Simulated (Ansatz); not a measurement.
BICl₂⁻, that is BCl2I with one electron more. Total charge -1; doublet. Geometry PBE0-D4/def2-SVP, that of the neutral singlet; atoms count from 1.

Cartesian coordinates in Å:
```
B 0.037 -0.087 0.003
Cl 1.580 -0.403 -0.735
Cl -0.818 -1.375 0.801
I -0.800 1.865 -0.069
```

In the def2 sets I takes a core potential; there is no spin–orbit coupling. The highest occupied level of the charge -1 doublet lies above zero (up to 1.32 eV). By energy differences its removal costs 0.42 eV (vertical, to the charge 0 singlet, at PBE0-D4/def2-TZVPD); a positive level beside a positive removal energy at the same level points to self-interaction error.

(1) Estimate the Mulliken populations from the PBE0/def2-TZVPD orbitals of Ansatz.

(2) Where does the spin sit?

(3) And the Mayer bond orders between bonded heavy atoms (over 0.3)?

Answers

(1) 
```csv
atom,charge (e),spin (α − β)
B1,0.22,0.83
Cl2,-0.42,0.07
Cl3,-0.42,0.07
I4,-0.37,0.04
```
Mulliken values and Mayer orders depend strongly on the basis. With diffuse functions, as here, like atoms can get unlike values, and bond orders can come out too low or too high.

(2) Summed by element: B 0.83, Cl 0.13, I 0.04, of 1 unpaired in all. Largest on single atoms: B1 0.83, Cl3 0.07, Cl2 0.07.

(3) B1–Cl2 0.96 (1.74 Å); B1–Cl3 0.96 (1.74 Å); B1–I4 0.91 (2.12 Å).
